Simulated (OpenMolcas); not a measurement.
Pt4+: moving or changing the point charges

Pt4+ among 2 point charges of -1.5 e arranged as a linear pair (D∞h), 1.94 Å from the ion.

```
Program             : OpenMolcas 26.06
Method              : SS-CASPT2, IPEA 0.25 Eh, imaginary shift 0.1 Eh (closed shells correlated: 5s 5p)
Basis               : ANO-RCC-VTZP [8s7p5d3f1g]
Scalar Hamiltonian  : DKH2, point nucleus
Active space        : 6 electrons in 5 orbitals (5d)
State averaging     : 2S+1 = 5 even, 5 roots; 2S+1 = 3 even, 45 roots; 2S+1 = 1 even, 50 roots
Spin-orbit coupling : state interaction with AMFI integrals over the reference wave functions
```

Runs around this geometry, states (labels by Λ). Energies in cm-1 above the lowest state or level, χT in cm3 K/mol.

| R (Å) | q (e) | Ground state | First state of that spin | First gap with spin-orbit (degeneracies) | χT at 300 K | First state of another spin |
| --- | --- | --- | --- | --- | --- | --- |
| 1.94 | -0.98 | 5Δ | 5Π 5700 | 2070 (2, 2) | 4.392 | 3Φ 16920 |
| 1.76 | -1.5 | 5Δ | 5Π 11000 | 3050 (2, 2) | 4.279 | 3Σ 11440 |
| 1.94 | -1.5 | 5Δ | 5Π 8710 | 2630 (2, 2) | 4.335 | 3Σ 14850 |
| 2.12 | -1.5 | 5Δ | 5Π 6970 | 2260 (2, 2) | 4.381 | 3Σ 16790 |

Taking the first state of the same spin as R^-n, n = -ln(6970 / 11000) / ln(2.12 / 1.76) = 2.5 between the shortest and longest distance.

Scaling the charges by -0.98 / -1.5 = 0.65 scales the first state of the same spin by 5700 / 8710 = 0.65; with fixed orbitals a first-order splitting would follow the charge.

Roots that are degenerate in the reference are averaged as groups; the widest CASPT2 spread within a group is 48 cm-1 (the 2-fold group of multiplicity 1 near 36400 cm-1 above the lowest state of its run, R = 1.94, q = -1.5). Shifts and gaps below about the spread of the groups concerned are not significant. Point charges give a weaker field than real ligands, and real ions of this kind are as a rule low spin; the high spin found here belongs to the model. Free-ion shares, where given, are those of the reference states; single-state CASPT2 does not remix them. This shell can be high or low spin here, a state of another spin lies low, and with metal d orbitals alone active their balance is uncertain, so the ground spin may be wrong (holds for R = 1.76, q = -1.5; R = 1.94, q = -1.5). Point charges carry no covalency, so the field is a model and not that of real ligands. No measured value stands beside these numbers.
